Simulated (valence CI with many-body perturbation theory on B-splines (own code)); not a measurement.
# Questions on Tl66+

Level of theory: valence CI with perturbative core correlation (CI+MBPT): five valence electrons over a frozen Dirac-Fock core [Ne], a basis of 11 s, 11 p, 10 d, 8 f, 5 g, 2 h functions for each j, with the one-electron correlation potential Σ1 (screened to all orders), the two-electron term Σ2, the three-electron term Σ3, Breit, model QED; selected single and double excitations, second order for the rest, scaled by the run's own slope (own B-spline code, finite nucleus).

The last digits are not significant, and no measured levels were compared; by estimate large intervals hold to a few tenths of a per cent, small ones and those within an open d or f shell to about a per cent. Among the levels kept, up to 3300 cm⁻¹ of a level comes from second order outside the variational space, and about a tenth of that is noise between levels of different J, which matters for small intervals.

Levels are named by their leading jj configuration (3d3/2^4 stands for four electrons in 3d with j = 3/2), which in mixed levels can hold well under half, so a name can repeat and another be missing.

Rates and lifetimes use the calculated energies. Strong lines usually hold to 10 to 20 %, long lifetimes can be off by a factor of two.

(1) What is the ground level?

(2) Name the longest-lived excited levels whose lifetime is computed, and their main decay.

(3) Among levels below 1860.9 eV, which E1 lines absorb most strongly from the ground level?

(4) Where does the other parity begin?

(5) What is the ionisation energy?

## Answers

(1) (3s^2 3p1/2^2 3p3/2) J=3/2, composition 49 % 3s2.3p3 2P° + 27 % 3s2.3p3 2D° + 24 % 3s2.3p3 4S°, g = 1.332.

(2) (3s^2 3p1/2 3p3/2 3d5/2) J=9/2 at 927.4 eV lives 31.4 ns, mostly by E2 to (3s^2 3p1/2^2 3d5/2) J=5/2; (3s^2 3p1/2 3p3/2^2) J=5/2 at 547.4 eV lives 1.34 ns, mostly by E1 to (3s^2 3p1/2^2 3d3/2) J=3/2; (3s^2 3p1/2 3p3/2^2) J=1/2 at 564.8 eV lives 1.19 ns, mostly by M1 to (3s^2 3p1/2^2 3p3/2) J=3/2.

(3) to (3s^2 3p1/2 3p3/2 3d3/2) J=3/2 at 1.456 nm, f = 0.412; to (3s^2 3p1/2 3p3/2 3d3/2) J=5/2 at 1.482 nm, f = 0.317; to (3s^2 3p1/2 3p3/2 3d3/2) J=1/2 at 1.459 nm, f = 0.142.

(4) At (3s^2 3p1/2^2 3d3/2) J=3/2, 258.1 eV.

(5) 7567.6 eV; NIST lists 7570 ± 40 eV (theoretical).
